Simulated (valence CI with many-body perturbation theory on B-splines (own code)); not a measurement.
# Hyperfine factors and g values of Au⁶⁶⁺

Computed by relativistic CI+MBPT: three valence electrons over a frozen Dirac-Fock core [Ne], radial functions for each j: 11 s, 11 p, 9 d, 7 f, 5 g, 2 h, 1 i, with the one-electron correlation potential Σ1 (screened to all orders), the two-electron term Σ2, the three-electron term Σ3, Breit, model QED; selected single and double excitations, second order for the rest (own B-spline code, finite nucleus).

The last digits are not significant, and no measured levels were compared; by estimate large intervals hold to a few tenths of a per cent, small ones and those within an open d or f shell to about a per cent.

A/g_I is the dipole constant over the nuclear g factor μ/I (μ in nuclear magnetons, uniformly magnetised nucleus), B/Q the quadrupole constant per barn. Both hold the static response of the core; the bare values leave it out. Large factors of s and p1/2 electrons are usually good to 5 to 10 %; those of open d and f shells near neutrality can be off by tens of per cent, and small factors of p3/2, d and f electrons come from cancelling terms and can be off by a factor of two or in sign, in half-filled shells by more. B is blank for J = 1/2, where it vanishes, and for nearly pure S terms. Energies count from the lowest level.

Levels are named by their leading jj configuration (3d3/2^4 stands for four electrons in 3d with j = 3/2), which in mixed levels can hold well under half, so a name can repeat and another be missing. Letters in brackets count levels of one name in rising energy.

| Level | E (eV) | g | A/g_I (MHz) | A/g_I bare | B/Q (MHz/b) | B/Q bare |
| --- | --- | --- | --- | --- | --- | --- |
| (3s^2 3p1/2) J=1/2 | 0.0 | 0.644 | 2690000 | 2640000 |  |  |
| (3s 3p1/2^2) J=1/2 | 186.7 | 2.079 | 7940000 | 7790000 |  |  |
| (3s^2 3p3/2) J=3/2 | 497.6 | 1.318 | 279000 | 278000 | 560000 | 553000 |
| (3s 3p1/2 3p3/2) J=3/2 [a] | 650.7 | 1.618 | 1740000 | 1720000 | 455000 | 450000 |
| (3s 3p1/2 3p3/2) J=5/2 | 670.7 | 1.329 | 2270000 | 2230000 | 474000 | 468000 |
| (3s 3p1/2 3p3/2) J=3/2 [b] | 692.6 | 0.969 | 234000 | 235000 | 254000 | 252000 |
| (3s 3p1/2 3p3/2) J=1/2 | 704.1 | 1.273 | -3030000 | -2960000 |  |  |
| (3s^2 3d3/2) J=3/2 | 752.7 | 0.828 | 52100 | 57600 | 135000 | 136000 |
| (3s^2 3d5/2) J=5/2 | 853.4 | 1.191 | 92500 | 95400 | 112000 | 115000 |
| (3s 3p1/2 3d3/2) J=3/2 [a] | 873.6 | 0.935 | -102000 | -94300 | 299000 | 297000 |
| (3s 3p1/2 3d3/2) J=3/2 [b] | 887.6 | 0.846 | -86200 | -79400 | 282000 | 280000 |
| (3s 3p1/2 3d3/2) J=5/2 | 899.4 | 1.013 | 2190000 | 2160000 | 53500 | 56600 |
| (3s 3p1/2 3d3/2) J=1/2 | 928.6 | 0.404 | -3290000 | -3220000 |  |  |
| (3s 3p1/2 3d3/2) J=3/2 [c] | 937.2 | 1.272 | 1970000 | 1930000 | 111000 | 110000 |
| (3s 3p1/2 3d5/2) J=5/2 [a] | 1010.6 | 1.347 | 747000 | 739000 | 108000 | 111000 |
| (3s 3p1/2 3d5/2) J=7/2 | 1026.6 | 1.232 | 1560000 | 1530000 | 43200 | 46700 |
| (3s 3p1/2 3d5/2) J=5/2 [b] | 1037.6 | 1.033 | -10800 | -4950 | 118000 | 120000 |
| (3s 3p1/2 3d5/2) J=3/2 | 1042.3 | 1.109 | -1890000 | -1850000 | 62100 | 63700 |
| (3p1/2^2 3d3/2) J=3/2 | 1107.0 | 0.775 | 153000 | 153000 | 96400 | 99000 |
| (3s 3p3/2^2) J=5/2 | 1160.7 | 1.432 | 1820000 | 1790000 | 96200 | 95000 |
| (3s 3p3/2^2) J=1/2 | 1201.6 | 1.932 | 8010000 | 7850000 |  |  |
| (3s 3p3/2^2) J=3/2 | 1209.2 | 1.188 | -1270000 | -1230000 | -72000 | -71100 |
| (3p1/2^2 3d5/2) J=5/2 | 1235.0 | 1.188 | 50800 | 57600 | 88400 | 91200 |
| (3p1/2 3p3/2^2) J=5/2 | 1364.4 | 1.177 | 1080000 | 1070000 | 38600 | 38300 |
| (3p1/2 3p3/2^2) J=3/2 | 1370.5 | 1.424 | -2290 | 8050 | 6430 | 6260 |
| (3p1/2 3p3/2^2) J=1/2 | 1389.0 | 0.836 | 3770000 | 3690000 |  |  |
| (3s 3p3/2 3d3/2) J=3/2 [a] | 1397.3 | 1.273 | 776000 | 767000 | 4840 | 2700 |
| (3s 3p3/2 3d3/2) J=1/2 [a] | 1399.4 | 2.012 | 2500000 | 2460000 |  |  |
| (3s 3p3/2 3d3/2) J=5/2 [a] | 1403.1 | 1.201 | 718000 | 711000 | 249000 | 245000 |
| (3s 3p3/2 3d3/2) J=7/2 | 1405.0 | 1.216 | 1300000 | 1280000 | 615000 | 610000 |
| (3s 3p3/2 3d3/2) J=3/2 [b] | 1436.4 | 0.986 | 401000 | 399000 | -289000 | -285000 |
| (3s 3p3/2 3d3/2) J=5/2 [b] | 1449.3 | 0.966 | -246000 | -235000 | 320000 | 320000 |
| (3s 3p3/2 3d3/2) J=1/2 [b] | 1455.9 | 0.610 | 1760000 | 1730000 |  |  |
| (3s 3p3/2 3d5/2) J=9/2 | 1486.1 | 1.318 | 1010000 | 997000 | 682000 | 678000 |
| (3s 3p3/2 3d5/2) J=5/2 [a] | 1510.4 | 1.340 | 1530000 | 1510000 | -301000 | -297000 |
| (3s 3p3/2 3d5/2) J=7/2 [a] | 1519.4 | 1.249 | 635000 | 628000 | 343000 | 342000 |
| (3s 3p3/2 3d5/2) J=3/2 [a] | 1523.5 | 1.140 | -733000 | -711000 | -312000 | -308000 |
| (3s 3p3/2 3d5/2) J=7/2 [b] | 1540.9 | 1.194 | -101000 | -93100 | 331000 | 331000 |
| (3s 3p3/2 3d5/2) J=1/2 | 1550.3 | 0.722 | -2510000 | -2460000 |  |  |
| (3s 3p3/2 3d5/2) J=3/2 [b] | 1562.5 | 1.297 | 1860000 | 1830000 | 173000 | 172000 |

(1) Take the isotope of mass number 197, with I = 3/2, μ = 0.1452 μN and Q = 0.547 b. What is the hyperfine structure of (3s 3p1/2 3p3/2) J=1/2?

Answers

(1) From the table A = -294000 MHz. Shifts from the centre of gravity in MHz: F = 1: 368000, F = 2: -220000.
